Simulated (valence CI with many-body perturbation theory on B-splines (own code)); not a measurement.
The numbers below are computed, except where a source is named.
**Ce XXV: input, log and results**

Method: relativistic CI+MBPT: six valence electrons over a frozen Dirac-Fock core [Ar] 3d10, radial functions for each j: 9 s, 9 p, 8 d, 6 f, 3 g, 1 h, with the one-electron correlation potential Σ1 (screened to all orders), the two-electron term Σ2, the three-electron term Σ3, Breit, model QED; selected single and double excitations, second order for the rest, scaled by the run's own slope (own B-spline code, finite nucleus).

Command, and the settings that its task file holds:

```sh
python run_cv.py task.json out
```

```
atom Ce  Z=58  mass_number=140  rms_radius_fm=4.8771
core [Ar] 3d10
valence 4s2 4p4
avg = 1
basis = M
breit = 1
cap = 60000
capref = 1200
cscale = 1
de = 0.0
dress = 0
eps = 2e-08
extrap = 1
h = 0.27
hh = 1
l2 = 3
lcore = 6
maxit = 60
n2 = 5
natural = 1
nlev = 35
nno = [5, 5, 5, 4, 2, 1]
nroot = 26
nsp = [4, 4, 3, 2, 1, 0]
pt2 = 1
qed = 1
rpa = 1
s1 = 1
s2 = 1
s3 = 1
screen = 1
tol = 2e-05
whole = 1
```

Q: Roughly how long does this run take on one core of Intel(R) Xeon(R) Processor @ 2.30GHz, and how much memory?

A: 13 min on 1 thread of Intel(R) Xeon(R) Processor @ 2.30GHz (shared host), peak memory 1.9 GiB.

Log. The first blocks belong to the next ion, which gives the ionisation energy. Fields: 2J, parity (1 odd), roots, reference size, generating configurations, candidates as configurations/state functions, variational space P, stored matrix elements, Davidson steps; e2 is the range of second-order energies in hartree. The first line gives the box (bohr), its intervals, the orbitals and the steps of their self-consistent field. Window is the range of levels sought, series limit the energy at which the first omitted orbital would enter, core excitation an estimate of the first excitation out of the core, left out the lowest levels not solved, and shifts from estimates the range by which levels moved from their first estimate, all in cm⁻¹.

```
rmax 6.0 intervals 60 orbitals 63 references ['4s2 4p4', '4s 4p5', '4s2 4p3 4d', '4p6', '4s 4p4 4d'] scf 5 t 1.0
2J=3 par=1 roots 2 ref 39 generators 11 cand 23131/220157 P 1632/5995 nnz 4.9e+06 it 5
2J=3 par=1 roots 2 ref 39 generators 27 cand 47137/518613 P 4586/22137 nnz 4.3e+07 it 6
   second order: generators 41 cand 56827/715814 e2 -0.00024 -0.00021
reference levels 549, estimated 73, window 1121724 1/cm; series limit 4605043, core excitation 6113041
2J=4 par=0 roots 3 ref 56 generators 14 cand 43438/1036422 P 1894/11998 nnz 1.3e+07 it 8
2J=4 par=0 roots 3 ref 56 generators 40 cand 74975/2152741 P 6114/54077 nnz 1.8e+08 it 9
   second order: generators 60 cand 94618/3553262 e2 -0.00255 -0.00045
2J=0 par=0 roots 3 ref 20 generators 17 cand 33173/170424 P 4979/12000 nnz 7.9e+06 it 6
2J=0 par=0 roots 3 ref 20 generators 36 cand 63868/439648 P 11265/37472 nnz 5.6e+07 it 8
   second order: generators 57 cand 85274/760745 e2 -0.00052 -0.00014
2J=2 par=0 roots 2 ref 37 generators 12 cand 44205/789113 P 1894/11985 nnz 1.3e+07 it 7
2J=2 par=0 roots 2 ref 37 generators 30 cand 69652/1436323 P 6654/54551 nnz 1.8e+08 it 9
   second order: generators 49 cand 88500/2312303 e2 -0.00146 -0.00038
2J=4 par=1 roots 10 ref 81 generators 30 cand 67017/1809600 P 1634/11984 nnz 1.2e+07 it 8
2J=4 par=1 roots 10 ref 81 generators 51 cand 92933/3293106 P 6150/57182 nnz 1.9e+08 it 9
   second order: generators 86 cand 122228/4961245 e2 -0.00291 -0.00178
2J=2 par=1 roots 10 ref 65 generators 29 cand 62514/1145387 P 2250/11995 nnz 1.1e+07 it 8
2J=2 par=1 roots 10 ref 65 generators 53 cand 89582/2050011 P 8608/59987 nnz 1.8e+08 it 9
   second order: generators 82 cand 114614/3157648 e2 -0.00175 -0.00091
2J=0 par=1 roots 5 ref 25 generators 20 cand 54081/386438 P 4273/12000 nnz 8.6e+06 it 7
2J=0 par=1 roots 5 ref 25 generators 39 cand 75999/628799 P 12368/46740 nnz 9.3e+07 it 8
   second order: generators 59 cand 101839/1072937 e2 -0.00034 -0.00016
2J=6 par=1 roots 8 ref 74 generators 28 cand 68703/2107359 P 1686/11997 nnz 1.2e+07 it 10
2J=6 par=1 roots 8 ref 74 generators 52 cand 94628/3968818 P 5928/56887 nnz 1.9e+08 it 9
   second order: generators 82 cand 124018/6271143 e2 -0.00318 -0.00242
2J=8 par=1 roots 5 ref 51 generators 18 cand 50822/1522910 P 1594/11992 nnz 1.4e+07 it 7
2J=8 par=1 roots 5 ref 51 generators 38 cand 84180/3763157 P 5334/52531 nnz 1.9e+08 it 8
   second order: generators 62 cand 107648/5242814 e2 -0.00267 -0.00181
2J=10 par=1 roots 1 ref 27 generators 6 cand 31409/907977 P 1524/11992 nnz 1.8e+07 it 5
2J=10 par=1 roots 1 ref 27 generators 21 cand 65644/2109321 P 3977/44816 nnz 2e+08 it 6
   second order: generators 31 cand 81922/3564959 e2 -0.00084 -0.00084
left out: unestimated 1629901, estimated 1287589, shifts from estimates -328 to 115
operators 2.7
```

The Davidson iterations converged.

No measured levels were compared; by estimate levels hold to about 250 cm⁻¹ or 0.2 % of their energy and the worst to 1 %, as in measured heavy ions of charge 2 to 7; those with d or f electrons hold less well. Among the levels kept, up to 700 cm⁻¹ of a level comes from second order outside the variational space, and about a tenth of that is noise between levels of different J, which matters for small intervals.

```yaml
Valence_energy: -211.2513 hartree
Ionisation_energy: "825.87 eV (NIST: 824 ± 4 eV (theoretical))"
Reference_configurations_for_the_orbitals: 4s2 4p4, 4s 4p5, 4s2 4p3 4d, 4p6, 4s 4p4 4d
Radial_orbitals: 63
Box_radius: 5.973 bohr
Largest_variational_space: 59987
Lowest_levels: (4s^2 4p1/2^2 4p3/2^2) J=2 0, (4s^2 4p1/2^2 4p3/2^2) J=0 45853, (4s^2 4p1/2 4p3/2^3) J=1 185640, (4s^2 4p1/2 4p3/2^3) J=2 211440, (4s^2 4p3/2^4) J=0 418200, (4s 4p1/2^2 4p3/2^3) J=2 667900, (4s 4p1/2^2 4p3/2^3) J=1 716530, (4s^2 4p1/2^2 4p3/2 4d3/2) J=2 784870, (4s^2 4p1/2^2 4p3/2 4d3/2) J=0 793090, (4s^2 4p1/2^2 4p3/2 4d3/2) J=3 796260, (4s^2 4p1/2^2 4p3/2 4d3/2) J=1 817120, (4s^2 4p1/2^2 4p3/2 4d5/2) J=4 829210, (4s^2 4p1/2^2 4p3/2 4d5/2) J=2 856590, (4s 4p1/2 4p3/2^4) J=0 857520 cm⁻¹
```

Levels are named by their leading jj configuration (3d3/2^4 stands for four electrons in 3d with j = 3/2), which in mixed levels can hold well under half, so a name can repeat and another be missing.
